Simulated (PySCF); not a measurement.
C6H8Si.
Z-matrix (Å and degrees, GFN2-xTB geometry), rows numbered from 1:
```
Si
C   1  1.8829
C   2  1.5131  1  120.33
C   3  1.3287  2   94.45  1  -124.71
C   4  1.5085  3   94.59  2    -1.01
C   5  1.5085  2   85.58  1  -122.58
C   6  1.3287  5   94.59  2    -0.97
H   1  1.4633  2  108.55  3   165.63
H   1  1.4645  2  108.68  3   -74.40
H   1  1.4633  2  108.54  3    45.56
H   3  1.0740  2  130.56  1    57.48
H   4  1.0745  3  135.06  2  -178.84
H   5  1.0847  2  124.53  1    -0.02
H   6  1.0745  5  130.32  2  -178.95
H   7  1.0740  2  130.56  1   -57.48
```

Method used: PySCF 2.14.0, density-fitted response routines, TDDFT wB97X-D/def2-SVPD, vertical, gas phase, core orbitals frozen in the response.

Frontier orbitals with the atoms that hold most of them (Löwdin shares over 4%, at most four atoms; ? is withheld):

```csv
orbital,ε (eV),atoms
LUMO+2,2.43,"Si1 16%, C7 13%, C3 13%, C6 12%"
LUMO+1,2.27,"Si1 45%, H9 8%, H10 7%, H8 7%"
LUMO,1.31,?
HOMO,-8.86,"C7 22%, C3 22%, C6 22%, C4 22%"
HOMO-1,-9.31,?
HOMO-2,-10.12,"C2 28%, C5 19%, Si1 15%, C4 7%"
HOMO-3,-10.78,"C2 16%, C5 13%, C3 11%, C7 11%"
```

**Question.** Give the leading atoms of the HOMO-1.

**Answer.** C2 (bonded to 3 C and Si) 16%; C4 (bonded to 2 C and H) 15%; C6 (bonded to 2 C and H) 15%; C3 (bonded to 2 C and H) 15%.

**Question.** Which atoms hold the LUMO, and with what shares?

**Answer.** C4 (bonded to 2 C and H) 16%; C6 (bonded to 2 C and H) 16%; C3 (bonded to 2 C and H) 16%; C7 (bonded to 2 C and H) 16%.

**Question.** How does S1 compare with the orbital gap of 10.16 eV?

**Answer.** S1 is at 5.57 eV (f = 0.0002), 4.59 eV below the gap, made of HOMO→LUMO (96%). Without the coupling terms of the response equations the lowest excitation would equal the gap.

**Question.** Give energy, strength and leading configuration of S1, S2 and S3, and follow the Löwdin shares of the leading atoms from the occupied to the empty orbital.

**Answer.** 
- S1 (5.57 eV, f 0.0002), HOMO→LUMO (96%): C7 22% → 16%, C3 22% → 16%, C4 22% → 16%, C6 22% → 16%
- S2 (6.08 eV, f 0.027), HOMO-1→LUMO (81%): C2 16% → at most 16%, C4 15% → 16%, C6 15% → 16%
- S3 (6.54 eV, f 0.029), HOMO-2→LUMO (82%): C2 28% → at most 16%, C5 19% → at most 16%, C4 7% → 16%, C6 at most 7% → 16%
